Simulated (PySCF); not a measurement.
TiCl2 holds Ti(II), d2, at total charge 0. The structure is a PBE0-D3(BJ)/def2-TZVP geometry optimised for multiplicity 3; coordination linear, point group D∞h, metal–donor distances 2.24 Å.

The d shell alone is too small an active space for TiCl2 (an active orbital has only 0.69 squared overlap with the free ion's shell): its levels, fitted parameters, g values and moments show what this model gives and aren't sound predictions.

```
3

Ti    0.000    0.000    0.000
Cl    0.000    0.000    2.236
Cl    0.000    0.000   -2.236
```

Method (PySCF 2.14, density fitting): CASSCF(2,5) with orbitals averaged over all microstates of the shell, strongly contracted NEVPT2 on the averaged canonical orbitals; basis x2c-TZVPall on the metal, x2c-SVPall elsewhere; spin-free X2C; gas phase; spin-orbit coupling by state interaction with the mean-field operator over all roots.

(1) What is the ground state?

(2) Where do the spin-allowed transitions within the shell lie?

(3) Which is the lowest state of another spin?

(4) What ligand-field parameters describe the result?

(5) What are the magnetic parameters?

No frequencies were computed for the optimised geometry. NEVPT2 lifts 3Πg from 3318 to 5959 cm⁻¹; on the d shell alone such lifts tend to overshoot.

The job took 6.7 s on one thread of Intel Xeon Platinum 8259CL @ 2.50GHz (shared host), with 84 basis functions, launched as `OMP_NUM_THREADS=1 python lf_run.py task.json out`.

Answers

(1) 3Δg (S = 1, orbital degeneracy 2), orbital occupations from the lowest 0.5 0.5 1.0 0.0 0.0, by NEVPT2.

(2) By NEVPT2: 3Σg- at 4296 cm⁻¹; 3Φg at 5042 cm⁻¹; 3Πg at 5959 cm⁻¹; 3Πg at 14288 cm⁻¹ (700 nm); 3Σg- at 15372 cm⁻¹ (651 nm). All are electric-dipole forbidden at this geometry.

(3) 1Σg+ at 7258 cm⁻¹ by NEVPT2; CASSCF alone puts it at 7546 cm⁻¹ above the same ground state.

(4) At CASSCF level (the NEVPT2 levels don't fit a ligand-field model well): orbital energies 0, 0, 3324, 6287, 6287 cm⁻¹; B = 712 cm⁻¹; C = 3062 cm⁻¹; B over its free-ion value at the same level 0.802; rms of the fit 489 cm⁻¹; ζ = 106 cm⁻¹ (free ion 123).

(5) Degenerate or low-lying orbital states mix with the ground state, so no spin-only Hamiltonian applies. The lowest spin-orbit level is 2-fold; the next lies at 108.7 cm⁻¹. The two lowest states form a pseudo-doublet split by 0.000 cm⁻¹ with g_z = 0.00. μeff is 3.05 μB at 300 K and 0.70 μB at 10 K; the spin-only value is 2.83 μB.
